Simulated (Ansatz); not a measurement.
Computed with Ansatz on PBE0-D4/def2-TZVP structures; ΔE is electronic, products minus reactants. CBS: MP2 limit from def2 TZ/QZ plus the TZ coupled-cluster correction, frozen cores. This one scheme is used for every species, atoms too. For atomizations the MP2-based limit and the directly extrapolated one differ by several kJ/mol either way, and by 10 to 25 for some Ge, Se and Sn compounds, so smaller differences from it don't rank the levels. DFT in def2-TZVPP. B3LYP here is the variant with VWN-RPA as its local correlation; programs differ in this. HSE06 is defined as in plane-wave codes. No spin–orbit coupling; open shells (•) take unrestricted orbitals. Spin–orbit coupling would lower the free atoms: a little for C, F, O; clearly for Ga. Bonds to Ga are less sure, by a few kJ/mol each and by 10 to 20 or more in all where they break to atoms, as the def2 sets lack core-valence functions. Scalar relativity is left out up to krypton. Each species was taken in one conformer, which may not be the lowest.

`[CH3][Ga-]([CH3])([OH2+])[F]` → 2 C• + F• + Ga• + 8 H• + O•  (atomization)

```csv
level,ΔE (kcal/mol),difference from CCSD(T)/CBS
PBE-D4,1116.2,5.0
revPBE-D4,1088.8,-22.4
B97M-V,1102.7,-8.5
r2SCAN0-D4,1091.7,-19.5
CAM-B3LYP-D4,1108.3,-2.9
B2PLYP,1093.5,-17.7
r2SCAN,1106.3,-4.9
PBE0,1094.4,-16.8
B3LYP,1090.8,-20.4
r2SCANh,1099.6,-11.6
HSE06,1095.3,-15.9
BHLYP,1063.9,-47.3
CAM-B3LYP,1103.6,-7.6
HF/def2-TZVPP,813.6,-297.6
CCSD/def2-TZVPP,1074.1,-37.1
MP2/CBS(def2),1126.5,15.3
CCSD(T)/CBS,1111.2,0
```

Largest T1 diagnostic among the species: 0.013.

From BLYP to BHLYP (50 % exact exchange), in def2-TZVPP and without D4, ΔE moves by −20.4 kcal/mol: exact exchange takes away binding that semilocal exchange gives to molecules. In def2-TZVPP, CCSD(T) changes the Hartree–Fock value by +274.4 kcal/mol (the triples alone add +13.9 kcal/mol) and MP2 by +289.7 kcal/mol; breaking electron pairs costs correlation energy, which Hartree–Fock lacks. The D4 term adds +8.6 kcal/mol with B3LYP and +4.6 kcal/mol with PBE0; it sums over pairs of atoms, weighted by their polarisabilities, and B3LYP, whose exchange is more repulsive, gets the larger term.
